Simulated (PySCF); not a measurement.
How methods differ on the excitation energy of Pt⁺

Pt⁺ [Xe] 4f14 5d9 (2D) → Pt⁺ [Xe] 4f14 5d8 6p1 (high-spin determinant), as a difference of total energies. All numbers are calculated (PySCF 2.14, scalar relativity through the core potential, in def2-QZVPPD with the def2 core potential (60 electrons) (7s5p4d4f2g, 88 functions)). Correlated levels: valence: 5s2 5p6 frozen. The calculations carry no spin-orbit coupling.

```json
{"method": "UHF", "excitation energy (eV)": "6.648"}
{"method": "MP2 (valence)", "excitation energy (eV)": "7.767"}
{"method": "SCS-MP2 (valence)", "excitation energy (eV)": "7.834"}
{"method": "CCSD (valence)", "excitation energy (eV)": "7.498"}
{"method": "CCSD(T) (valence)", "excitation energy (eV)": "7.536"}
```

**Question.** How much does correlation contribute at CCSD(T) (valence)?

**Answer.** 7.536 − (6.648) = 0.888 eV, measured against UHF.

The determinant of the upper state mixes LS terms, which raises its energy above the lowest term, most at the Hartree-Fock and MP2 levels.
